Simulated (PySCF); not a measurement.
**Hf⁷⁰⁺ (hafnium, charge +70) across methods**

1s2, closed-shell 1S. Calculation: PySCF 2.14, in an even-tempered Gaussian basis (16 s from 200 bohr⁻², ratio 2.2; 7 p from 310 bohr⁻², ratio 2.4; 4 d from 930 bohr⁻², ratio 2.4; 3 f from 1400 bohr⁻², ratio 2.4; 3 g from 2100 bohr⁻², ratio 2.4); scalar relativity by spin-free X2C-1e.

| method | E (hartree) | mean ε 1s (eV) | Σ⟨r²⟩ (bohr²) | ⟨S²⟩ |
| --- | --- | --- | --- | --- |
| PBE0 | -5547.07 | -74356.8 | 0.0009142 | 0.000 |
| LDA | -5540.23 | -74148.0 | 0.0009157 | 0.000 |
| BHandHLYP | -5547.34 | -74491.5 | 0.0009138 | 0.000 |
| PBE | -5547.12 | -74225.9 | 0.0009145 | 0.000 |
| M06-2X | -5548.09 | -74488.3 | 0.0009139 | 0.000 |
| UHF | -5546.88019 | -74748.8 | 0.0009133 | 0.000 |

**Question.** Estimate the same row for r2SCAN.

**Answer.** E (hartree) = -5547.54; mean ε 1s (eV) = -74284.4; Σ⟨r²⟩ (bohr²) = 0.0009139; ⟨S²⟩ = 0.000.
